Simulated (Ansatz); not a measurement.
`CC(=O)OBCl` + `FB[SiH3]` → `BOC(C)=O` + `FB[SiH2]Cl`  (redistribution)

Isolated molecules relaxed with PBE0-D4/def2-TZVP in Ansatz; ΔE leaves out vibrations. CCSD(T)/CBS is the MP2 limit (def2-TZVPP, def2-QZVPP) plus CCSD(T) − MP2 in def2-TZVPP, frozen cores. Functionals use def2-TZVPP. B3LYP here is the variant with VWN-RPA as its local correlation; programs differ in this. One conformer a species, not always the lowest.

Task: Is it downhill or uphill in electronic energy at CCSD(T)/CBS, and by how much? (An estimate is asked.)

Result: Computed: Nearly level: ΔE = +0.01 eV.

Task: What do these levels give: ωB97X-V, revPBE, B3LYP, BHLYP, HF/def2-TZVPP, HF/def2-QZVPP? (Best estimate.)

Result: Computed: ωB97X-V 0.03, revPBE 0.09, B3LYP 0.04, BHLYP 0.01, HF/def2-TZVPP -0.04, HF/def2-QZVPP -0.05 eV.

Largest T1 diagnostic among the species: 0.015.

At CCSD(T), def2-SVP lies +0.26 eV from the extrapolated value and def2-TZVPP +0.06 eV. From BLYP to BHLYP (50 % exact exchange), in def2-TZVPP and without D4, ΔE moves by −0.06 eV.
